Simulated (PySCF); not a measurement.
An unknown gives this computed stick spectrum. Method: PySCF 2.14.0, density-fitted response routines, TDDFT B3LYP/def2-SVPD, vertical, gas phase, core orbitals frozen in the response. Geometries: GFN2-xTB, one conformer each.

| state | E (eV) | f |
| --- | --- | --- |
| S1 | 2.67 | 0.0018 |
| S2 | 3.94 | 0.0079 |
| S3 | 4.36 | 0.0066 |
| S4 | 5.02 | 0.073 |
| S5 | 5.62 | 0.0032 |
| S6 | 5.72 | 0.0088 |
| S7 | 6.13 | 0.0028 |
| S8 | 6.18 | 0.0009 |

Orbital energies (eV): HOMO-3 -9.12, HOMO-2 -8.64, HOMO-1 -7.60, HOMO -7.16, LUMO -3.00, LUMO+1 -0.27, LUMO+2 -0.09.

**Question.** Which candidate is it? All have the formula C4H9O2PSi.
A. `O=CO[Si@H](P)C1CC1`
B. `C[C@@H]([SiH2]P)C(=O)C=O`
C. `CC(=O)/C=C/O[SiH2]P`

**Answer.** B. Its S1, at 2.67 eV, is the lowest among the candidates; the nearest of the others has S1 at 3.86 eV. S1 is HOMO→LUMO (93%). Löwdin shares by element: HOMO oxygen 52%, carbon 20% or more (atoms not listed hold the other 28%); LUMO oxygen 44%, carbon 43% or more. At the same level the other candidates give, for their lowest levels:
- `O=CO[Si@H](P)C1CC1`: 5.42 eV (f 0.003); 6.02 eV (f 0.002); 6.12 eV (f 0.051); 6.46 eV (f 0.013); 6.69 eV (f 0.134); T1 5.05 eV; HOMO -7.05, LUMO -0.56 eV
- `CC(=O)/C=C/O[SiH2]P`: 3.86 eV (f 0.000); 5.39 eV (f 0.411); 5.51 eV (f 0.019); 5.93 eV (f 0.004); 5.94 eV (f 0.053); T1 3.45 eV; HOMO -6.97, LUMO -1.58 eV

The values belong to the conformer `[CH3:1][C@@H:2]([SiH2:3][PH2:4])[C:5](=[O:6])[CH:7]=[O:8]`: C1–C2–Si3–P4 -68°, C1–C2–C5–O6 -24°, C2–C5–C7–O8 23°, H–P4–Si3–C2 -178°, H–P4–Si3–C2 -85°.
Triplets come from the Tamm–Dancoff approximation.
